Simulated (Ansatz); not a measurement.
`C#CSC=O` + `[SiH3]S` → `O=CS[SiH3]` + `C#CS` at 400 K and 1 bar (substitution at a C–S bond).

Calculated with Ansatz (gas phase, PBE0-D4/def2-TZVP geometries, no zero-point term in ΔE). CCSD(T)/CBS is the MP2 limit (def2-TZVPP, def2-QZVPP) plus CCSD(T) − MP2 in def2-TZVPP, frozen cores. This one scheme is used for every species. Each species was taken in one conformer, which may not be the lowest.

```tsv
species	CCSD(T)/CBS energy (Eh)	H − E (kJ/mol)	S (J/(mol·K))
`C#CSC=O`	-588.21435	128.5	339.2
`[SiH3]S`	-689.27336	109.8	293.0
`O=CS[SiH3]`	-802.48876	147.6	344.2
`C#CS`	-475.00020	91.3	281.7
```

H − E and S are ideal-gas, rigid-rotor, harmonic terms from PBE0-D4/def2-TZVP, for one conformer and one mirror image of each species. 1 Eh = 2625.50 kJ/mol, R = 8.31446 J/(mol·K).

Question: By hand: ΔE, ΔH, ΔS and ΔG.

Answer: ΔE = (-802.48876) + (-475.00020) − (-588.21435) − (-689.27336) = -0.00125 Eh = -3.3 kJ/mol. Δ(H − E) = 147.6 + 91.3 − 128.5 − 109.8 = 0.6, so ΔH = -2.7 kJ/mol. ΔS = 344.2 + 281.7 − 339.2 − 293.0 = -6.3 J/(mol·K). ΔG = -2.7 − 400 × (-6.3)/1000 = -0.2 kJ/mol.

Question: By hand: the equilibrium constant, and the temperature at which ΔG would vanish if ΔH and ΔS stayed fixed.

Answer: log₁₀ K = −ΔG/(RT ln 10) = 0.0. ΔG = 0 at ΔH/ΔS = 429 K, though so small a ΔH makes that figure unsure.

TΔS isn't small against ΔH here. The sign of ΔG lies within the doubt. A doubt of 5 kJ/mol in ΔE shifts log₁₀ K by 0.7 here. Other conformers and mirror images would add mixing entropy, several J/(mol·K) or more a flexible species. These are equilibria of isolated gas molecules and say nothing of rates. Largest T1 diagnostic: 0.017 (customary marks: 0.02 for closed shells, 0.045 for open ones).
